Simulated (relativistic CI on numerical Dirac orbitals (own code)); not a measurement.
## Energy levels of In32+

Computed by Dirac-Coulomb-Breit CI, separate exchange-only KLI orbitals for each configuration, model QED (radiative potential, 1s self-energy scaled to tabulated hydrogen-like ionisation energies), unscaled Slater integrals (own radial code, finite nucleus).

CI space (outside the closed core [Ne]): 3s²3p⁵, 3s3p⁶, 3s²3p⁴3d, 3s3p⁵3d, 3p⁶3d, 3s3p⁴3d², 3s²3p³3d4p, 3p⁶4s, 3s3p⁴3d4s, 3s²3p⁴4s, 3p⁶4p, 3s²3p⁴4p, 3s²3p⁴4d, 3s3p⁵4s, 3p⁵3d4p, 3s²3p⁴4f, 3s3p⁵4p, 3s3p⁵4d, 3s3p⁵4f, 3s²3p⁴5s, 3s²3p⁴5p, 3s²3p⁴5d, 3s²3p³4s4p, 3s²3p⁴5f, 3s²3p⁴5g, 3s3p⁴4s², 3s3p⁵5s, 3s3p⁵5p, 3s²3p³3d², 3s²3p²3d³, 3s3p³3d³, 3s²3p²3d²4s, 3s²3p²3d²4p, 3s²3p²3d²4d, 3p⁵3d², 3p⁴3d³, 3p⁴3d²4s, 3p⁴3d²4p, 3p⁴3d²4d, 3s²3p³3d4s, 3s3p³3d²4s, 3s²3p²3d4s², 3s²3p²3d4s4p, 3s²3p²3d4s4d, 3p⁵3d4s, 3p⁴3d4s², 3p⁴3d4s4p, 3p⁴3d4s4d, 3s²3p³4s², 3s3p³3d4s², 3s²3p²4s²4p, 3s²3p²4s²4d, 3s²3p³4p², 3s²3p²3d4p², 3s3p³3d4p², 3s²3p²4s4p², 3s²3p²4p³, 3s²3p²4p²4d. Double excitations out of closed p, d and f shells are left out; levels of such configurations are missing from the list, as are those of other unlisted configurations, and high levels can miss mixing partners. These lack a partner that the ground configuration has and come out too high: 3s²3p⁴4f, 3s3p⁵4p, 3s3p⁵4d, 3s3p⁵4f, 3s²3p⁴5s.

The lowest level is 3s²3p⁵ ²P°3/2, with 98 % of that term; Hund's rules for 3s²3p⁵ give ²P° with J = 3/2, in agreement.

| No. | Configuration | Term | J | E (cm⁻¹) | % | Next component (%) | Landé g |
| --- | --- | --- | --- | --- | --- | --- | --- |
| 1 | 3s²3p⁵ | ²P° | 3/2 | 0 | 98 | 1 3s²3p³3d² ²P° | 1.329 |
| 2 | 3s²3p⁵ | ²P° | 1/2 | 393044 | 98 | 2 3s²3p³3d² ²P° | 0.659 |
| 3 | 3s3p⁶ | ²S | 1/2 | 1093150 | 35 | 28 3s²3p⁴3d ²S | 1.996 |
| 4 | 3s²3p⁴3d | ⁴D | 3/2 | 1104024 | 45 | 29 ²D | 1.166 |
| 5 | 3s²3p⁴3d | ⁴D | 5/2 | 1114777 | 56 | 16 ²D | 1.271 |
| 6 | 3s²3p⁴3d | ⁴F | 7/2 | 1149455 | 35 | 32 ⁴D | 1.228 |
| 7 | 3s²3p⁴3d | ²P | 1/2 | 1154495 | 50 | 22 ⁴D | 0.922 |
| 8 | 3s²3p⁴3d | ²F | 7/2 | 1206124 | 50 | 31 ⁴D | 1.182 |
| 9 | 3s²3p⁴3d | ⁴F | 9/2 | 1218557 | 72 | 27 ²G | 1.269 |
| 10 | 3s²3p⁴3d | ²D | 3/2 | 1229740 | 52 | 19 ⁴F | 0.938 |
| 11 | 3s²3p⁴3d | ²D | 5/2 | 1343699 | 47 | 24 ⁴P | 1.231 |
| 12 | 3s²3p⁴3d | ⁴P | 1/2 | 1343787 | 49 | 25 3s3p⁶ ²S | 2.002 |
| 13 | 3s²3p⁴3d | ²D | 3/2 | 1361235 | 37 | 24 ⁴P | 1.033 |
| 14 | 3s²3p⁴3d | ²F | 5/2 | 1372057 | 31 | 27 ⁴F | 1.097 |
| 15 | 3s²3p⁴3d | ⁴D | 1/2 | 1445835 | 72 | 20 ²P | 0.301 |
| 16 | 3s²3p⁴3d | ⁴D | 3/2 | 1494100 | 35 | 24 ²P | 1.049 |
| 17 | 3s²3p⁴3d | ²F | 5/2 | 1554263 | 38 | 31 ⁴F | 1.019 |
| 18 | 3s²3p⁴3d | ²G | 7/2 | 1556571 | 60 | 23 ⁴F | 1.006 |
| 19 | 3s²3p⁴3d | ²F | 7/2 | 1572860 | 33 | 33 ⁴D | 1.263 |
| 20 | 3s²3p⁴3d | ²P | 3/2 | 1608279 | 48 | 28 ⁴P | 1.337 |
| 21 | 3s²3p⁴3d | ²F | 5/2 | 1632446 | 50 | 24 ⁴P | 1.135 |
| 22 | 3s²3p⁴3d | ²G | 9/2 | 1635092 | 72 | 26 ⁴F | 1.166 |
| 23 | 3s²3p⁴3d | ²D | 5/2 | 1670261 | 51 | 21 ⁴P | 1.204 |
| 24 | 3s²3p⁴3d | ²F | 7/2 | 1715890 | 82 | 8 ⁴F | 1.140 |
| 25 | 3s²3p⁴3d | ²P | 3/2 | 1735824 | 65 | 17 ⁴F | 1.133 |
| 26 | 3s²3p⁴3d | ²S | 1/2 | 1747739 | 48 | 20 3s3p⁶ ²S | 1.841 |
| 27 | 3s²3p⁴3d | ²D | 5/2 | 1754308 | 74 | 16 ²F | 1.143 |
| 28 | 3s²3p⁴3d | ²D | 3/2 | 1824938 | 73 | 10 ⁴F | 0.851 |
| 29 | 3s²3p⁴3d | ²P | 1/2 | 1905573 | 80 | 15 ²S | 0.914 |
| 30 | 3s²3p⁴3d | ²D | 5/2 | 2077956 | 48 | 18 ²F | 1.178 |
| 31 | 3s²3p⁴3d | ²D | 3/2 | 2124781 | 68 | 16 ²P | 0.857 |
| 32 | 3s3p⁵3d | ⁴P° | 1/2 | 2197783 | 72 | 17 3s²3p³3d² ⁴P° | 2.384 |
| 33 | 3s3p⁵3d | ⁴P° | 3/2 | 2215827 | 47 | 14 3s²3p³3d² ⁴P° | 1.509 |
| 34 | 3s²3p³3d² | ⁴D° | 1/2 | 2256585 | 30 | 29 ⁶F° | 0.189 |
| 35 | 3s²3p³3d² | ⁶F° | 5/2 | 2259761 | 21 | 13 ⁴D° | 1.251 |
| 36 | 3s²3p³3d² | ⁴F° | 3/2 | 2274544 | 26 | 21 ⁶F° | 0.979 |
| 37 | 3s3p⁵3d | ⁴F° | 7/2 | 2276192 | 24 | 20 3s²3p³3d² ⁴F° | 1.203 |
| 38 | 3s²3p³3d² | ⁴F° | 5/2 | 2281090 | 17 | 15 3s3p⁵3d ⁴F° | 1.129 |
| 39 | 3s²3p³3d² | ²F° | 7/2 | 2313358 | 20 | 15 3s3p⁵3d ⁴F° | 1.170 |
| 40 | 3s3p⁵3d | ⁴F° | 9/2 | 2320124 | 42 | 20 3s²3p³3d² ⁶F° | 1.309 |
| 41 | 3s²3p³3d² | ⁴D° | 3/2 | 2336029 | 16 | 13 ²P° | 1.231 |
| 42 | 3s3p⁵3d | ⁴P° | 5/2 | 2351854 | 22 | 16 ⁴F° | 1.293 |
| 43 | 3s²3p³3d² | ⁴D° | 7/2 | 2366717 | 25 | 17 3s3p⁵3d ⁴D° | 1.346 |
| 44 | 3s3p⁵3d | ⁴F° | 9/2 | 2393210 | 44 | 21 3s²3p³3d² ⁶F° | 1.282 |
| 45 | 3s²3p³3d² | ⁶F° | 11/2 | 2394829 | 43 | 38 ⁴G° | 1.312 |

Energies count from the lowest computed level; ° marks odd parity.

The mean weight of the leading LS term, summed over parents, in these 45 levels is 49 %, and that of the leading jj configuration (from the same eigenvectors) 71 %, so jj coupling describes them better and the LS labels are nominal.

At this charge energies of transitions that change n are usually good to better than 1 %, and those within a shell (Δn = 0) to a few per cent.

LS names give the leading component of a level, which can be under half, so a name can repeat, a term be missing and a line seem to break the LS rules.
